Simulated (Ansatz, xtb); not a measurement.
## Two isomers of C5H5N3

We compare a, `N#Cn1ccc(N)c1`, a singlet, with b, `N#Cc1c[nH]cc1N`, a singlet. Both are isolated molecules in the gas phase, relaxed with r2SCAN-D4/def2-SVP; the shapes shown needn't be the lowest conformers.

a (Å):

```xyz
13

C     1.0799   -0.4937    0.3530
C     1.6333    0.7715   -1.6379
C     1.1412    0.8124   -2.9170
C     0.0614   -0.1355   -3.0145
C    -0.0757   -0.7372   -1.7789
N     1.2438   -0.7786    1.4732
N     0.8923   -0.1692   -0.9300
N    -0.7253   -0.3247   -4.1404
H     2.4382    1.3154   -1.1489
H     1.5020    1.4593   -3.7157
H    -0.2379   -0.1790   -5.0181
H    -1.2468   -1.1946   -4.1534
H    -0.7614   -1.4917   -1.4024
```

b (Å):

| atom | x (Å) | y (Å) | z (Å) |
| --- | --- | --- | --- |
| C | 0.1035 | -0.7997 | -0.1378 |
| C | 0.6605 | -0.2354 | -1.3072 |
| C | 1.8293 | 0.5253 | -1.4179 |
| C | 0.9190 | 0.3663 | -3.4774 |
| C | 0.0813 | -0.3385 | -2.6243 |
| N | -0.4049 | -1.2795 | 0.7984 |
| N | 1.9618 | 0.8723 | -2.7185 |
| N | -1.0495 | -1.0721 | -2.9329 |
| H | 2.5415 | 0.8277 | -0.6538 |
| H | 2.7200 | 1.4295 | -3.0901 |
| H | 0.8644 | 0.5320 | -4.5507 |
| H | -1.6661 | -1.2404 | -2.1436 |
| H | -1.5610 | -0.7563 | -3.7491 |

Quicker runs give these differences E(b) − E(a): GFN2-xTB +2.4 kcal/mol; HF/STO-3G −13.4 kcal/mol (at GFN2-xTB geometries); r2SCAN-D4/def2-SVP//GFN2-xTB −17.8 kcal/mol.

Problem. Estimate E(b) − E(a) at the level CCSD(T)/def2-SVP + ΔMP2/def2-TZVPP.

Solution. Calculated at CCSD(T)/def2-SVP + ΔMP2/def2-TZVPP: E(b) − E(a) = −16.8 kcal/mol, so structure b lies lower.

How the difference moves with the method:

```json
{"level": "GFN2-xTB", "geometry": "GFN2-xTB", "E(b) − E(a) (kcal/mol)": "+2.4", "departure from the last row (kcal/mol)": "+19.2", "job, with rough time for the two": "optimisation, 0.54 s"}
{"level": "HF/STO-3G", "geometry": "GFN2-xTB", "E(b) − E(a) (kcal/mol)": "−13.4", "departure from the last row (kcal/mol)": "+3.4", "job, with rough time for the two": "single point, 2.1 s"}
{"level": "r2SCAN-D4/def2-SVP//GFN2-xTB", "geometry": "GFN2-xTB", "E(b) − E(a) (kcal/mol)": "−17.8", "departure from the last row (kcal/mol)": "−1.0", "job, with rough time for the two": "single point, 14 s"}
{"level": "r2SCAN-D4/def2-SVP", "geometry": "r2SCAN-D4/def2-SVP", "E(b) − E(a) (kcal/mol)": "−17.4", "departure from the last row (kcal/mol)": "−0.6", "job, with rough time for the two": "optimisation, 62 s"}
{"level": "HF/def2-SVP", "geometry": "r2SCAN-D4/def2-SVP", "E(b) − E(a) (kcal/mol)": "−15.8", "departure from the last row (kcal/mol)": "+1.1", "job, with rough time for the two": "part of the CCSD(T) run"}
{"level": "MP2/def2-SVP", "geometry": "r2SCAN-D4/def2-SVP", "E(b) − E(a) (kcal/mol)": "−18.5", "departure from the last row (kcal/mol)": "−1.7", "job, with rough time for the two": "part of the CCSD(T) run"}
{"level": "CCSD(T)/def2-SVP", "geometry": "r2SCAN-D4/def2-SVP", "E(b) − E(a) (kcal/mol)": "−16.6", "departure from the last row (kcal/mol)": "+0.2", "job, with rough time for the two": "single point"}
{"level": "CCSD(T)/def2-SVP + ΔMP2/def2-TZVPP", "geometry": "r2SCAN-D4/def2-SVP", "E(b) − E(a) (kcal/mol)": "−16.8", "departure from the last row (kcal/mol)": "", "job, with rough time for the two": "single point, 3.1 min"}
```

As drawn, b has 1 C–C, 1 N–H in place of 1 C–N, 1 C–H.

GFN2-xTB puts the two in the other order. The largest departure from CCSD(T)/def2-SVP + ΔMP2/def2-TZVPP is that of GFN2-xTB, 19.2 kcal/mol. The last row adds to CCSD(T) the change of the MP2 difference between the two basis sets, here −0.2 kcal/mol.

With thermal terms from frequencies at re-optimised GFN2-xTB minima (ideal gas, soft modes damped towards free rotors, one conformer each, 298.15 K, 1 atm): on the last row, ΔE + ΔZPE = −16.7, ΔH = −16.6, ΔG = −16.7 kcal/mol.

The correlated steps freeze 8 core orbitals. Programs: Ansatz 0.2.0, xtb 6.7.1; the last row on 2 threads of Arm Neoverse V1 on a shared host.
